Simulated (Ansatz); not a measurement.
The same redistribution along the group B, Al, In.

Isolated molecules relaxed with PBE0-D4/def2-TZVP in Ansatz; ΔE leaves out vibrations. CCSD(T)/CBS is the MP2 limit (def2-TZVPP, def2-QZVPP) plus CCSD(T) − MP2 in def2-TZVPP, frozen cores. This one scheme is used for every species. DFT in def2-TZVPP. Elements past krypton have def2 core potentials. For Br, In outer-core shells are correlated without core-valence functions, which leaves a few kJ/mol of doubt a bond. Scalar relativity is left out up to krypton. Each species was taken in one conformer, which may not be the lowest.

```csv
reaction,ωB97M-V (kcal/mol),CCSD(T)/def2-SVP (kcal/mol),B97M-V (kcal/mol)
`NB(F)Br` + `N[Si]F` → `NB(F)F` + `N[Si]Br`,-7.3,-11.4,-7.6
`[NH2][Al]([F])[Br]` + `N[Si]F` → `[NH2][Al]([F])[F]` + `N[Si]Br`,4.1,2.1,4.1
`[NH2][In]([F])[Br]` + `N[Si]F` → `[NH2][In]([F])[F]` + `N[Si]Br`,28.0,26.2,27.4
```

(1) Give the CCSD(T)/CBS values in the same order. (Best estimate.)

Largest T1 diagnostic: 0.016, for `[NH2][In]([F])[F]`.

Results:

(1) Computed: -7.0, 3.3, 28.0 kcal/mol.
